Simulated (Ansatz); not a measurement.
Geometry optimisation, Ansatz, RKS LDA/def2-SVP.

The input (input.yaml):

```yaml
crystal:
  periodic: [false, false, false]
  atoms:
    - { symbol: O, position_ang: [-0.9833, 1.49412, -0.87462] }
    - { symbol: Si, position_ang: [-0.16357, 0.71685, 0.29693] }
    - { symbol: C, position_ang: [-0.31605, 1.08841, 2.11236] }
    - { symbol: C, position_ang: [0.83991, 1.56268, 1.61429] }
    - { symbol: H, position_ang: [-1.18457, 1.08482, -1.71084] }
    - { symbol: H, position_ang: [0.08937, -0.56048, -0.3172] }
    - { symbol: H, position_ang: [-0.77389, 1.08, 3.08806] }
    - { symbol: H, position_ang: [1.68452, 2.08712, 2.03095] }
basis:
  gaussian: { orbitals: def2-SVP }
hamiltonian:
  xc: lda
relax:
  f_tol: 0.015
  max_steps: 40
output:
  orbitals: {}
```

Run as:

```bash
$ ansatz run input.yaml --threads 1 --pin off --max-ram 2048MiB --backend cpu --events-out ev --progress --plain --runs-dir out
```

Q: Where does it end, and by what steps?

A: The run converged. After 7 steps the energy has fallen by 0.223 eV; H6 moved furthest, 0.13 Å.

| step | energy less start (eV) | largest force component (eV/Å) | accepted |
| --- | --- | --- | --- |
| 0 | 0.0000 | 2.256 | yes |
| 1 | -0.1830 | 1.060 | yes |
| 2 | -0.2184 | 0.200 | yes |
| 3 | -0.2205 | 0.132 | yes |
| 4 | -0.2226 | 0.124 | yes |
| 5 | -0.2222 | 0.227 | no |
| 6 | -0.2233 | 0.017 | yes |
| 7 | -0.2233 | 0.003 | yes |

```xyz
8
Properties=species:S:1:pos:R:3
O -0.998 1.582 -0.825
Si -0.156 0.707 0.306
C -0.328 1.054 2.065
C 0.836 1.530 1.564
H -1.183 1.128 -1.665
H 0.159 -0.651 -0.248
H -0.813 1.093 3.058
H 1.677 2.110 1.986
```

Whether the end is a true minimum wasn't checked by a vibrational analysis.

Run time: 20 s on 1 thread of Arm Neoverse N1 (shared host), peak memory 0.14 GiB.
